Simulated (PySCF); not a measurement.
Molecule: `InChI=1S/C6H4S/c1-3-4-5-6(2)7/h1H,2H3`.

Bonds (- single, = double, # triple, : aromatic): C1#C2, C2-C3, C3#C4, C4-C5, C5-C6, C5=S7. C1 carries H8; C6 carries H9, H10, H11.

Frames of a GFN2-xTB Langevin trajectory at 600 K; GIAO PBE0/pcSseg-1 shieldings in PySCF 2.14.0 with density-fitted response routines, gas phase, non-relativistic; equivalent atoms averaged within each frame.

Shifts are taken against calculated references (same method and geometry level): ¹³C (186.93 ppm) and ¹H (31.72 ppm) vs TMS; ³³S (503.73 ppm) against CS2. The references are static minima.

Task: How do the shifts (ppm) fluctuate along the trajectory?

Result: 
| time (fs) | C5 | C4 | C1 | C3 | C2 | C6 | S7 | H9/H10/H11 | H8 |
| --- | --- | --- | --- | --- | --- | --- | --- | --- | --- |
| 250 | 223.7 | 96.3 | 92.7 | 87.4 | 78.5 | 42.6 | 1065 | 3.91 | 3.75 |
| 425 | 236.4 | 94.8 | 111.5 | 100.5 | 81.7 | 45.4 | 1238 | 3.89 | 5.63 |
| 625 | 236.0 | 85.1 | 100.3 | 98.5 | 74.2 | 49.0 | 1202 | 4.60 | 3.93 |
| 800 | 271.4 | 78.6 | 118.4 | 135.8 | 72.7 | 50.6 | 1565 | 4.87 | 4.95 |
| 1000 | 239.8 | 84.9 | 104.9 | 109.1 | 76.7 | 53.8 | 1263 | 4.11 | 2.86 |
| mean of frames | 241.5 | 87.9 | 105.6 | 106.3 | 76.8 | 48.3 | 1266 | 4.28 | 4.22 |
| standard deviation | 17.8 | 7.4 | 9.9 | 18.2 | 3.6 | 4.4 | 184 | 0.44 | 1.08 |

5 frames give an uncertainty of the mean of about the standard deviation over 2.2 at best, since frames this close in time may not be independent; classical motion lacks zero-point vibration, and the reference would need the same averaging.
